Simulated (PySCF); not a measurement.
## Removal energies of Hg⁶²⁺ from EOM-IP-GCCSD

Reference: closed-shell Hg⁶²⁺, [Ar]; one electron is removed. Calculated with PySCF 2.14, two-component X2C-1e with screened spin-orbit coupling, an even-tempered Gaussian basis (17 s from 7 bohr⁻², ratio 2.6; 14 p from 9.1 bohr⁻², ratio 2.6; 5 d from 9.3 bohr⁻², ratio 2.8; 3 f from 140 bohr⁻², ratio 2.8); frozen [Ne]; the 60 highest virtual spinors dropped; of the others 54 kept and the rest restored at second order. No Breit or QED terms. Binding energies in eV.

| level | Koopmans | second order | EOM-CCSD |
| --- | --- | --- | --- |
| 3s1/2 | 7695.7 | 7688.4 | 7672.7 |
| 3p1/2 | 7452.8 | 7452.3 | 7452.2 |
| 3p3/2 | 6937.0 | 6938.2 | 6938.6 |

In EOM-CCSD the overlap with the one-orbital guess is low for 3s1/2 (weight 0.78). That can mean mixing with two-hole, one-particle states, where second order and EOM-CCSD lose accuracy, or only a rotation among the degenerate components of the shell; the terms of those configurations are not listed.

For comparison, the ionisation energy of Hg⁶²⁺ is 6933 ± 15 eV (theoretical estimate listed by NIST; NIST Atomic Spectra Database, ionization energies).
